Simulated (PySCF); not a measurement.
Simulated absorption spectrum

Compound: C7H5FO.
SMILES: `O=Cc1cccc(F)c1`

Computed with TDDFT wB97X-D/def2-SVPD, vertical, gas phase, core orbitals frozen in the response (PySCF). Geometry: PBE0-D3(BJ)/def2-SVP, one conformer, isolated molecule. Torsions of this conformer, `[O:1]=[CH:2][c:3]1[cH:4][cH:5][cH:6][c:7]([F:8])[cH:9]1`: O1–C2–C3–C4 0°.

Broadening: Gaussians 0.3 eV wide at half height, area fixed by f = 4.319×10⁻⁹ ∫ε dν̃. The width is an assumption, not a result. The curve ends short of the highest state used, and states not computed would add to its high-energy end.

```
E (eV)  ε (L mol⁻¹ cm⁻¹)
  3.42                 0
  3.53                 1
  3.64                 4
  3.74                12
  3.85                19
  3.96                16
  4.06                 7
  4.17                 1
  4.28                 0
  4.39                 9
  4.49                99
  4.60               708
  4.71              2392
  4.81              3791
  4.92              3090
  5.03              1268
  5.14              1124
  5.24              4552
  5.35             13052
  5.46             17850
  5.56             12425
  5.67              4094
  5.78               640
  5.88                62
  5.99                 6
  6.10               103
  6.21              1361
  6.31              7457
  6.42             23932
  6.53             38067
  6.63             37055
  6.74             34157
  6.85             30292
  6.96             16155
  7.06              4984
  7.17               727
```

Task: Where are the band maxima, and which computed states make them?

Result: 320 nm (3.87 eV), ε about 20, made up of S1 (100%); 256 nm (4.83 eV), ε about 3900, made up of S2 (100%); 227 nm (5.45 eV), ε about 18000, made up of S3 (100%); 189 nm (6.56 eV), ε about 39000, made up of S4 (90%) and S6 (10%) (ε in L mol⁻¹ cm⁻¹; maxima over ε = 5, shares over 10%). The states used: S1 3.87 eV (f 0.0002); S2 4.83 eV (f 0.043); S3 5.45 eV (f 0.199); S4 6.54 eV (f 0.399); S5 6.72 eV (f 0.0007); S6 6.82 eV (f 0.327); S7 7.23 eV (f 0.0007); S8 7.59 eV (f 0.0008); S9 7.73 eV (f 0.0003); S10 7.77 eV (f 0.0000).

Task: On this curve, what absorbance would a 10⁻⁵ mol/L sample give at 222 nm over a 1 cm path?

Result: 222 nm is 5.585 eV, where ε is about 10000 L mol⁻¹ cm⁻¹, so A = ε c l ≈ 0.1 (Beer–Lambert, with the gas-phase spectrum and the assumed width).

Task: Coming from long wavelengths, where does ε first pass 100 L mol⁻¹ cm⁻¹?

Result: At about 276 nm (4.49 eV), 0.62 eV above S1.

Task: What would ε be at 6.56 eV, the highest of these maxima, with half the width (0.15 eV)?

Result: About 66800 L mol⁻¹ cm⁻¹ against 39000, a factor of about 1.7; a lone state at its own centre would give exactly 2.

All these states lie below the vertical ionisation energy of 9.62 eV (ΔSCF).

Hardware: one thread, Arm Neoverse V1 (shared host). Cost: 3.8 min.
